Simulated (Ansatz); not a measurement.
Born–Oppenheimer molecular dynamics of F2H5NOSi2 (11 atoms, charge 0, multiplicity 1). It starts from a relaxed structure.

Level of theory: Ansatz, RKS PBE0-D4/6-31G*.

```yaml
ensemble: NVT, Nosé–Hoover chain
time_step: 0.5 fs
steps_asked: 166
set_temperature: 1000 K
thermostat: time constant 100 fs, chain length 3 (defaults)
seed: 774283
```

First frame:

```xyz
11
Properties=species:S:1:pos:R:3
Si -0.085 0.022 0.182
N 0.261 0.032 1.833
H -0.428 0.347 2.498
H 0.995 -0.522 2.247
F 1.257 0.248 -0.647
O -1.188 1.175 -0.114
Si -2.502 1.410 -1.104
H -3.654 0.598 -0.627
H -2.850 2.852 -1.049
H -2.186 1.024 -2.505
F -0.662 -1.359 -0.389
```

(1) How far do the bonds stretch over the last three quarters of this one trajectory? (Pairs bonded in most of those frames.)

Answers

(1) 
```json
{"bond": "Si1–N2", "mean (Å)": "1.697", "spread (Å)": "0.020", "shortest": "1.67", "longest": "1.73"}
{"bond": "Si1–F5", "mean (Å)": "1.604", "spread (Å)": "0.044", "shortest": "1.54", "longest": "1.66"}
{"bond": "Si1–O6", "mean (Å)": "1.644", "spread (Å)": "0.038", "shortest": "1.58", "longest": "1.71"}
{"bond": "Si1–F11", "mean (Å)": "1.603", "spread (Å)": "0.024", "shortest": "1.56", "longest": "1.63"}
{"bond": "N2–H3", "mean (Å)": "1.019", "spread (Å)": "0.046", "shortest": "0.95", "longest": "1.09"}
{"bond": "N2–H4", "mean (Å)": "1.016", "spread (Å)": "0.037", "shortest": "0.96", "longest": "1.07"}
{"bond": "O6–Si7", "mean (Å)": "1.667", "spread (Å)": "0.029", "shortest": "1.59", "longest": "1.72"}
{"bond": "Si7–H8", "mean (Å)": "1.490", "spread (Å)": "0.016", "shortest": "1.46", "longest": "1.52"}
{"bond": "Si7–H9", "mean (Å)": "1.496", "spread (Å)": "0.057", "shortest": "1.40", "longest": "1.58"}
{"bond": "Si7–H10", "mean (Å)": "1.491", "spread (Å)": "0.028", "shortest": "1.45", "longest": "1.53"}
```

Mean temperature of the second half: 571 K. The conserved energy stayed within 0.6 meV per atom of its start (net change 0.6 meV per atom), so the integration is sound. The mean temperature of the second half is 43 % below the set value. A run of 0.083 ps of so small a system gives no equilibrium averages.

Time of the run: 5.2 min on 4 threads of Arm Neoverse V1 (shared host), peak memory 0.26 GiB.
